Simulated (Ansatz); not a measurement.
A nudged elastic band was laid between two geometries of a periodic cell of 13 atoms, Zn₁₂P (surface Zn(0001), adsorbate P).

Level of theory: DFT PBE, scalar-relativistic, plane waves, PAW (Ansatz 0.2.0). Settings: cutoff 420 eV, k mesh 5x5x1, fermi-dirac smearing 0.05 eV, no spin polarisation.

| Property | Result |
| --- | --- |
| movable images | 5 |
| climbing image | yes |
| spring | 5.0 eV/Å² |
| optimiser | fire |
| start path | IDPP |
| force threshold | 0.03 eV/Å |
| iteration limit | 57 |
| end points | relaxed |
| atoms held | 1 to 4 |

Initial state:

```xyz
13
Lattice="5.3200 0.0000 0.0000 2.6600 4.6073 0.0000 0.0000 0.0000 15.9370" Properties=species:S:1:pos:R:3
Zn 0.000 0.000 1.000
Zn 2.660 0.000 1.000
Zn 1.330 2.304 1.000
Zn 3.990 2.304 1.000
Zn 0.000 1.536 3.442
Zn 2.660 1.536 3.408
Zn 1.329 3.840 3.407
Zn 3.990 3.839 3.408
Zn -0.001 -0.088 5.843
Zn 2.659 0.001 5.693
Zn 1.406 2.349 5.847
Zn 3.913 2.349 5.856
P 5.324 1.531 7.490
```

Final state:

Only the atoms that move by more than 0.05 Å are listed.
```
Zn9 0.076 0.046 5.847
Zn10 2.583 0.045 5.856
Zn11 1.329 2.216 5.843
Zn12 3.989 2.305 5.693
P13 6.654 3.835 7.490
```

Problem. What changes between the two ends?

Solution. Contacts lost: Zn12–P13. Contacts made: Zn10–P13. The atom that moves furthest is P13, by 2.66 Å; four of its nearest neighbours are Zn12 2.31, Zn11 2.31, Zn9 2.31, Zn10 3.55 Å at the first end and Zn10 2.31, Zn9 2.31, Zn11 2.31, Zn12 3.55 Å at the last.

Problem. Give the energies along the band, and the barrier.

Solution. The forces met the threshold. The highest image is number 4 of 0 to 6, 0.179 eV above the ends, which have the same energy within 2 meV. By the program's own check the climbing image is of a kind that is not told: the force calls were inconclusive, a negative curvature could not be distinguished from the path's own, the only one lies far off the path, or fixed occupations may fill a level only in part (lowest curvatures found: -0.17 and -0.01 eV/Å²). Limits of this set-up: coarse k mesh, thin slab, slab without dipole correction, odd electron count without spin.

```json
{"image": "0", "path coordinate (Å)": "0.00", "energy (eV)": "0.000", "Zn12–P13 (Å)": "2.31", "Zn10–P13 (Å)": "3.55"}
{"image": "1", "path coordinate (Å)": "0.63", "energy (eV)": "0.056", "Zn12–P13 (Å)": "2.31", "Zn10–P13 (Å)": "3.10"}
{"image": "2", "path coordinate (Å)": "1.26", "energy (eV)": "0.171", "Zn12–P13 (Å)": "2.30", "Zn10–P13 (Å)": "2.47"}
{"image": "3", "path coordinate (Å)": "1.89", "energy (eV)": "0.172", "Zn12–P13 (Å)": "2.31", "Zn10–P13 (Å)": "2.31"}
{"image": "4", "path coordinate (Å)": "2.52", "energy (eV)": "0.179", "Zn12–P13 (Å)": "2.36", "Zn10–P13 (Å)": "2.31"}
{"image": "5", "path coordinate (Å)": "3.26", "energy (eV)": "0.100", "Zn12–P13 (Å)": "2.94", "Zn10–P13 (Å)": "2.30"}
{"image": "6", "path coordinate (Å)": "4.00", "energy (eV)": "0.000", "Zn12–P13 (Å)": "3.55", "Zn10–P13 (Å)": "2.31"}
```

Problem. What is the geometry of the highest image?

Solution. 
```xyz
13
Lattice="5.3200 0.0000 0.0000 2.6600 4.6073 0.0000 0.0000 0.0000 15.9370" Properties=species:S:1:pos:R:3
Zn 0.000 0.000 1.000
Zn 2.660 0.000 1.000
Zn 1.330 2.304 1.000
Zn 3.990 2.304 1.000
Zn -0.019 1.491 3.414
Zn 2.678 1.484 3.444
Zn 1.330 3.816 3.420
Zn 3.975 3.796 3.448
Zn 0.003 0.004 5.861
Zn 2.659 0.128 5.959
Zn 1.459 2.249 5.651
Zn 3.988 2.304 6.295
P 5.800 3.140 7.554
```

The band took 50 iterations and of the order of 2.5 core-hours.

The run took 55 min on 4 threads of Intel(R) Xeon(R) Platinum 8488C (Sapphire Rapids), on a shared host, peak memory 3.3 GiB.
